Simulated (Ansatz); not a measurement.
Consider the isomerisation: `NC1(F)N[SiH2]N1` → `C=N[Si](N)(N)F`.

Calculated with Ansatz (gas phase, PBE0-D4/def2-TZVP geometries, no zero-point term in ΔE). CBS: MP2 limit from def2 TZ/QZ plus the TZ coupled-cluster correction, frozen cores. DFT in def2-TZVPP. B3LYP here is the variant with VWN-RPA as its local correlation; programs differ in this. Each species was taken in one conformer, which may not be the lowest.

Problem. Is it downhill or uphill in electronic energy at CCSD(T)/CBS, and by how much? (Best estimate.)

Solution. The calculation gave: Downhill: ΔE = -3.39 eV.

Problem. What do these levels give: PBE-D4, PBE0-D4, B3LYP-D4, ωB97M-V, B2PLYP, PBE, r2SCAN, PBE0, CCSD/def2-TZVPP, CCSD(T)/def2-TZVPP, HF/def2-QZVPP, CCSD/CBS(def2)? (Best estimate.)

Solution. Ansatz gave: PBE-D4 -3.00, PBE0-D4 -3.02, B3LYP-D4 -3.39, ωB97M-V -3.21, B2PLYP -3.41, PBE -3.01, r2SCAN -3.21, PBE0 -3.02, CCSD/def2-TZVPP -3.36, CCSD(T)/def2-TZVPP -3.32, HF/def2-QZVPP -3.61, CCSD/CBS(def2) -3.43 eV.

Largest T1 diagnostic among the species: 0.012.

In def2-TZVPP, CCSD(T) changes the Hartree–Fock value by +0.25 eV (the triples alone add +0.04 eV) and MP2 by +0.22 eV.
